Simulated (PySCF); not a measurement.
NMR data simulated for an unnamed compound:

¹H NMR (400 MHz, computed): δ 4.20 (m, 1H), 3.04 (m, 1H), 2.09 (m, 2H), 1.42 (m, 2H), 1.40 (m, 2H), 1.05 (t, 3H), 0.71 (m, 2H), 0.58 (m, 2H).

¹³C{¹H} NMR (computed): δ 22.0 (CH2), 17.7 (CH2), 10.2 (CH3), 9.3 (CH2).

Non-relativistic Hamiltonian, gas phase, single conformer, rapidly exchanging positions averaged. Geometry: GFN2-xTB; NMR shieldings at PBE0/pcSseg-1/GIAO; PySCF 2.14.0 with density-fitted response routines.

δ = σ(ref) − σ, references computed at the same level: ¹H, ¹³C vs TMS.

Which of these does the molecule contain: a Si–H bond, a CH3CH2 unit, a vinyl group CH=CH2, an N-methyl group, a methoxy group?

## Answers


- A Si–H bond: yes (δH 4.20 (m)).
- A CH3CH2 unit: yes (δC 10.2, 9.3; δH 1.05 (t), 0.58 (m)).
- A vinyl group CH=CH2: no.
- An N-methyl group: no.
- A methoxy group: no.

The data belong to SMILES C1[SiH](CC)CCPC1, C$_{6}$H$_{15}$PSi; they needn't prove each group on their own.

Carbon signals by region: 4 below 50 ppm.

Splittings by ³¹P in the carbon and heteronuclear signals aren't shown, as no couplings were computed. Shifts are as computed. Against solution values, carbons near 30 ppm lie about +3 ppm off and those near 130 ppm about +5 ppm. Of 1211 compounds with measured shifts, 218 miss one by over three times the rms of a fit or turn the order of signals round; such compounds aren't used in these exercises. No couplings were computed; multiplicities are counted from neighbouring protons, with m where these are inequivalent, close in shift, in a saturated or five-membered ring or joined by F or P, and br s for small geminal =CH2 splittings.
